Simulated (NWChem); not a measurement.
System: InH3SO2; SMILES [OH][In]([OH])[SH]

Input file for NWChem:

```
start job
memory heap 200 mb stack 900 mb global 1100 mb
geometry units angstroms noautoz
  In    -0.006337    -0.274054    -0.000913
  O      1.533046    -1.540590    -0.000029
  H      2.384582    -1.088533    -0.000362
  O     -1.818600    -1.095374    -0.000692
  H     -1.763174    -2.058714    -0.000197
  S      0.180768     2.107246    -0.002146
  H     -1.163837     2.252532    -0.002424
end
basis spherical
  In library def2-svp
  O library def2-svp
  H library def2-svp
  S library def2-svp
end
ecp
  In library def2-ecp
end
dft
  xc mn15-l
  iterations 150
  mulliken
end
task dft energy
```

Excerpt of the output:

```
             Northwest Computational Chemistry Package (NWChem) 7.3.0
             --------------------------------------------------------

 CS  symmetry detected

                             Geometry "geometry" -> ""
                             -------------------------

 Output coordinates in angstroms (scale by  1.889725989 to convert to a.u.)

  No.       Tag          Charge          X              Y              Z
 ---- ---------------- ---------- -------------- -------------- --------------
    1 In                  49.0000     0.00717112    -0.25379557     0.00000000
    2 O                    8.0000     1.59803405    -1.45503217     0.00000000
    3 H                    1.0000     2.42997681    -0.96785620     0.00000000
    4 O                    8.0000    -1.76926326    -1.14997896     0.00000000
    5 H                    1.0000    -1.67371071    -2.11016954     0.00000000
    6 S                   16.0000     0.09480452     2.13323604     0.00000000
    7 H                    1.0000    -1.25468968     2.22232088     0.00000000

 Effective nuclear repulsion energy (a.u.)     481.1634603348

      Symmetry information
      --------------------

 Group name             Cs
 Group number              2
 Group order               2
 No. of unique centers     7

                                 NWChem DFT Module
                                 -----------------

 Summary of "ao basis" -> "ao basis" (spherical)
 ------------------------------------------------------------------------------
       Tag                 Description            Shells   Functions and Types
 ---------------- ------------------------------  ------  ---------------------
 In                         def2-svp                10       26   4s4p2d
 O                          def2-svp                 6       14   3s2p1d
 H                          def2-svp                 3        5   2s1p
 S                          def2-svp                 8       18   4s3p1d

      Symmetry analysis of basis
      --------------------------

        a'         63
        a"         24

            General Information
            -------------------
          SCF calculation type: DFT
          Wavefunction type:  closed shell.
          No. of atoms     :     7
          No. of electrons :    56
           Alpha electrons :    28
            Beta electrons :    28
          Charge           :     0
          Spin multiplicity:     1
          Use of symmetry is: on ; symmetry adaption is: on
          Maximum number of iterations: 150
          AO basis - number of functions:    87
                     number of shells:    39
          Convergence on energy requested:  1.00D-06
          Convergence on density requested:  1.00D-05
          Convergence on gradient requested:  5.00D-04

              XC Information
              --------------
                       MN15-L Method XC Functional
                        MN15-L Exchange Functional  1.000
                      MN15-L Correlation Potential  1.000

             Grid Information
             ----------------
          Grid used for XC integration:  medium
          Radial quadrature: Mura-Knowles
          Angular quadrature: Lebedev.
          Tag              B.-S. Rad. Rad. Pts. Rad. Cut. Ang. Pts.
          ---              ---------- --------- --------- ---------
          In                  1.55      123           9.0       590
          O                   0.60       49          12.0       434
          H                   0.35       45          12.0       434
          S                   1.00       88          12.0       590
          Grid pruning is: on
          Number of quadrature shells:   444
          Spatial weights used:  Erf1

      Superposition of Atomic Density Guess
      -------------------------------------

 Sum of atomic energies:        -766.27776511

      Non-variational initial energy
      ------------------------------

 Total energy =    -737.927753
 1-e energy   =   -1581.451503
 2-e energy   =     597.761950
 HOMO         =      -0.324757
 LUMO         =      -0.084943

      Symmetry analysis of molecular orbitals - initial
      -------------------------------------------------

  Numbering of irreducible representations:

     1 a'          2 a"

  Orbital symmetries:

     1 a'          2 a'          3 a'          4 a'          5 a'
     6 a'          7 a"          8 a'          9 a'         10 a'
    11 a"         12 a'         13 a'         14 a'         15 a'
    16 a'         17 a"         18 a"         19 a'         20 a'
    21 a'         22 a'         23 a'         24 a"         25 a'
    26 a"         27 a'         28 a"         29 a'         30 a"
    31 a'         32 a'         33 a'         34 a'         35 a'
    36 a"         37 a'         38 a'

     ---------------------------------------------
      Total Density - Mulliken Population Analysis
     ---------------------------------------------

    Atom       Charge   Shell Charges
 -----------   ------   -------------------------------------------------------
    1 In  21    19.50   2.59 -0.60  0.60  0.22  3.23  2.76  0.45  0.14  9.72  0.39
    2 O    8     8.97   1.99  1.11  0.69  3.11  2.07  0.00
    3 H    1     0.66   0.53  0.07  0.06
    4 O    8     8.97   1.99  1.11  0.69  3.10  2.07  0.00
    5 H    1     0.66   0.53  0.07  0.06
    6 S   16    16.44   2.00  1.99  1.21  0.64  5.94  1.77  2.87  0.02
    7 H    1     0.79   0.58  0.19  0.03

   convergence    iter        energy       DeltaE   RMS-Dens  Diis-err
 ---------------- ----- ----------------- --------- --------- ---------
 d= 0,ls=0.0,diis     1   -739.3221780030 -9.85D+02  2.85D-02  1.49D+00
 d= 0,ls=0.0,diis     2   -738.6824035044  6.40D-01  2.21D-02  6.63D+00
 d= 0,ls=0.0,diis     3   -739.4671190881 -7.85D-01  4.71D-03  1.01D-01
 d= 0,ls=0.0,diis     4   -739.4787836078 -1.17D-02  2.09D-03  2.03D-02
 d= 0,ls=0.0,diis     5   -739.4819311772 -3.15D-03  6.32D-04  3.29D-03
  Resetting Diis
 d= 0,ls=0.0,diis     6   -739.4822911559 -3.60D-04  2.08D-04  5.48D-04
 d= 0,ls=0.0,diis     7   -739.4823521543 -6.10D-05  1.47D-04  3.50D-05
 d= 0,ls=0.0,diis     8   -739.4823404186  1.17D-05  9.58D-05  1.29D-04
 d= 0,ls=0.0,diis     9   -739.4823563576 -1.59D-05  1.58D-05  1.95D-06
 d= 0,ls=0.0,diis    10   -739.4823565712 -2.14D-07  4.21D-06  1.24D-07

         Total DFT energy =     -739.482356571201
      One electron energy =    -1583.170002305885
           Coulomb energy =      657.708218677096
    Exchange-Corr. energy =      -59.782372681278
 Nuclear repulsion energy =      245.761799738867

 Numeric. integr. density =       56.000001749100

                  Occupations of the irreducible representations
                  ----------------------------------------------

                     irrep           alpha         beta
                     --------     --------     --------
                     a'               21.0         21.0
                     a"                7.0          7.0

                       DFT Final Molecular Orbital Analysis
                       ------------------------------------

 Vector   26  Occ=2.000000D+00  E=-2.843291D-01  Symmetry=a'
              MO Center=  8.8D-01, -1.9D-01, -6.2D-15, r^2= 4.7D+00
   Bfn.  Coefficient  Atom+Function         Bfn.  Coefficient  Atom+Function
  ----- ------------  ---------------      ----- ------------  ---------------
    31      0.432585  2 O  py                76      0.341544  6 S  py
    34      0.331085  2 O  py                73      0.249954  6 S  py
    12     -0.167509  1 In py                30     -0.162838  2 O  px
    21     -0.156516  1 In d  2              70      0.145610  6 S  py
    33     -0.133848  2 O  px                11      0.124816  1 In px

 Vector   27  Occ=2.000000D+00  E=-2.668707D-01  Symmetry=a"
              MO Center= -2.0D-01, -1.3D+00, -1.0D-14, r^2= 3.4D+00
   Bfn.  Coefficient  Atom+Function         Bfn.  Coefficient  Atom+Function
  ----- ------------  ---------------      ----- ------------  ---------------
    51     -0.451058  4 O  pz                32      0.419585  2 O  pz
    54     -0.364185  4 O  pz                35      0.341866  2 O  pz
    20      0.131958  1 In d  1              25     -0.058817  1 In d  1
    77     -0.026212  6 S  pz

 Vector   28  Occ=2.000000D+00  E=-2.502165D-01  Symmetry=a"
              MO Center=  2.5D-02,  1.7D+00, -1.5D-13, r^2= 2.8D+00
   Bfn.  Coefficient  Atom+Function         Bfn.  Coefficient  Atom+Function
  ----- ------------  ---------------      ----- ------------  ---------------
    77      0.619627  6 S  pz                74      0.414411  6 S  pz
    71      0.239876  6 S  pz                51     -0.158416  4 O  pz
    32     -0.133433  2 O  pz                54     -0.131473  4 O  pz
    35     -0.109079  2 O  pz                18     -0.105659  1 In d -1
    13      0.050496  1 In pz                23      0.049391  1 In d -1

 Vector   29  Occ=0.000000D+00  E=-8.293059D-02  Symmetry=a'
              MO Center=  5.1D-02, -8.6D-02, -6.5D-16, r^2= 4.6D+00
   Bfn.  Coefficient  Atom+Function         Bfn.  Coefficient  Atom+Function
  ----- ------------  ---------------      ----- ------------  ---------------
     4      0.791844  1 In s                  3      0.480661  1 In s
    76      0.458316  6 S  py                 1     -0.332220  1 In s
    29     -0.285938  2 O  s                 68     -0.274792  6 S  s
    48     -0.272758  4 O  s                 49     -0.221521  4 O  px
    52     -0.220552  4 O  px                73      0.216512  6 S  py

[...]
```

Level: MN15-L/def2-SVP with def2 effective core potentials on In. All runs use the structure optimised with PBE0/def2-SVP. def2 effective core potentials on In; no spin-orbit coupling.
